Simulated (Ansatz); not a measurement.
C6H5ClF2Hf, SMILES `[F][Hf]([F])([Cl])[c]1ccccc1` from Hartree–Fock to CCSD(T)

```xyz
15

F     3.336    1.548   -0.306
Hf    2.674   -0.124    0.292
F     3.259   -1.493   -0.880
Cl    3.160   -0.563    2.548
C     0.497   -0.027    0.078
C    -0.394   -0.223    1.141
C    -1.766   -0.152    0.951
C    -2.278    0.116   -0.311
C    -1.418    0.315   -1.381
C    -0.047    0.243   -1.185
H    -0.018   -0.435    2.138
H    -2.439   -0.307    1.787
H    -3.350    0.172   -0.460
H    -1.817    0.525   -2.367
H     0.602    0.403   -2.043
```

Charge 0, multiplicity 1. Correlated methods include outer-core shells of Hf, which these sets cover unevenly. Hf takes the def2 core potential. The structure was optimised at the PBE0-D4/def2-TZVP level. It is one conformer, not always the lowest. Frozen core, restricted reference, Ansatz 0.2.0.

```json
{"basis": "def2-SVP", "HF (Eh)": "-935.75855", "MP2 corr.": "-1.50131"}
{"basis": "def2-TZVPP", "HF (Eh)": "-936.43671", "MP2 corr.": "-1.94434"}
{"basis": "def2-QZVPP", "HF (Eh)": "-936.46845", "MP2 corr.": "-2.12003"}
```

Q: Estimate the CCSD correlation energy and the (T) correction in each basis where they were run (hartree).

A: 
| basis | CCSD corr. | (T) |
| --- | --- | --- |
| def2-SVP | -1.54091 | -0.05614 |
| def2-TZVPP | -1.96731 | -0.09176 |
